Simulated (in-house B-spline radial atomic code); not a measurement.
Ionisation energies along the 25-electron series, configuration [Ar] 3d7, as differences of self-consistent energies. NIST's values go from ground level to ground level; the uncertainty of those that are theory runs from under 0.1 % in few-electron ions to several per cent in heavy many-electron ones. Computed with a radial B-spline atomic code at the basis-set limit: non-relativistic Hartree-Fock, average of the configuration, point nuclei.

This level leaves out relativity, spin-orbit splitting included, which matters for heavy ions.

```json
{"ion": "Br10+", "configuration after": "[Ar] 3d6", "ionisation energy (eV)": "305.1", "IE/(q+1)² (eV)": "2.5213", "-ε less Coulomb ΔSCF (eV)": "3.0494", "tabulated value (eV)": "301", "tabulated kind": "tabulated theory", "computed minus tabulated (eV)": "4.1"}
{"ion": "Kr11+", "configuration after": "[Ar] 3d6", "ionisation energy (eV)": "353.5", "IE/(q+1)² (eV)": "2.455", "-ε less Coulomb ΔSCF (eV)": "3.0543", "tabulated value (eV)": "350", "tabulated kind": "tabulated theory", "computed minus tabulated (eV)": "3.5"}
{"ion": "Rb12+", "configuration after": "[Ar] 3d6", "ionisation energy (eV)": "?", "IE/(q+1)² (eV)": "?", "-ε less Coulomb ΔSCF (eV)": "?", "tabulated value (eV)": "?", "tabulated kind": "tabulated theory", "computed minus tabulated (eV)": "?"}
{"ion": "Sr13+", "configuration after": "[Ar] 3d6", "ionisation energy (eV)": "459.8", "IE/(q+1)² (eV)": "2.3457", "-ε less Coulomb ΔSCF (eV)": "3.0645", "tabulated value (eV)": "454", "tabulated kind": "tabulated theory", "computed minus tabulated (eV)": "5.8"}
{"ion": "Zr15+", "configuration after": "[Ar] 3d6", "ionisation energy (eV)": "578.4", "IE/(q+1)² (eV)": "2.2593", "-ε less Coulomb ΔSCF (eV)": "3.0742", "tabulated value (eV)": "573", "tabulated kind": "tabulated theory", "computed minus tabulated (eV)": "5.4"}
{"ion": "Nb16+", "configuration after": "[Ar] 3d6", "ionisation energy (eV)": "642.3", "IE/(q+1)² (eV)": "2.2225", "-ε less Coulomb ΔSCF (eV)": "3.0789", "tabulated value (eV)": "636", "tabulated kind": "tabulated theory", "computed minus tabulated (eV)": "6.3"}
{"ion": "Mo17+", "configuration after": "[Ar] 3d6", "ionisation energy (eV)": "709.3", "IE/(q+1)² (eV)": "2.1892", "-ε less Coulomb ΔSCF (eV)": "3.0833", "tabulated value (eV)": "702", "tabulated kind": "tabulated theory", "computed minus tabulated (eV)": "7.3"}
{"ion": "Tc18+", "configuration after": "[Ar] 3d6", "ionisation energy (eV)": "?", "IE/(q+1)² (eV)": "?", "-ε less Coulomb ΔSCF (eV)": "?", "tabulated value (eV)": "?", "tabulated kind": "tabulated theory", "computed minus tabulated (eV)": "?"}
{"ion": "Ru19+", "configuration after": "[Ar] 3d6", "ionisation energy (eV)": "?", "IE/(q+1)² (eV)": "?", "-ε less Coulomb ΔSCF (eV)": "?", "tabulated value (eV)": "?", "tabulated kind": "tabulated theory", "computed minus tabulated (eV)": "?"}
{"ion": "Rh20+", "configuration after": "[Ar] 3d6", "ionisation energy (eV)": "928.7", "IE/(q+1)² (eV)": "2.1059", "-ε less Coulomb ΔSCF (eV)": "3.0957", "tabulated value (eV)": "921", "tabulated kind": "tabulated theory", "computed minus tabulated (eV)": "7.7"}
{"ion": "Pd21+", "configuration after": "[Ar] 3d6", "ionisation energy (eV)": "1008.0", "IE/(q+1)² (eV)": "2.0826", "-ε less Coulomb ΔSCF (eV)": "3.0995", "tabulated value (eV)": "1000", "tabulated kind": "tabulated theory", "computed minus tabulated (eV)": "8.0"}
{"ion": "Ag22+", "configuration after": "[Ar] 3d6", "ionisation energy (eV)": "1090.3", "IE/(q+1)² (eV)": "2.061", "-ε less Coulomb ΔSCF (eV)": "3.1031", "tabulated value (eV)": "1082", "tabulated kind": "tabulated theory", "computed minus tabulated (eV)": "8.3"}
```

**Question.** Fill in the row of Rb12+.

**Answer.** ionisation energy (eV): 405.1; IE/(q+1)² (eV): 2.397; -ε less Coulomb ΔSCF (eV): 3.0594; tabulated value (eV): 400; computed minus tabulated (eV): 5.1.

**Question.** Fill in the row of Tc18+.

**Answer.** ionisation energy (eV): 779.4; IE/(q+1)² (eV): 2.1589; -ε less Coulomb ΔSCF (eV): 3.0876; tabulated value (eV): 773; computed minus tabulated (eV): 6.4.

**Question.** Fill in the row of Ru19+.

**Answer.** ionisation energy (eV): 852.5; IE/(q+1)² (eV): 2.1313; -ε less Coulomb ΔSCF (eV): 3.0918; tabulated value (eV): 845; computed minus tabulated (eV): 7.5.
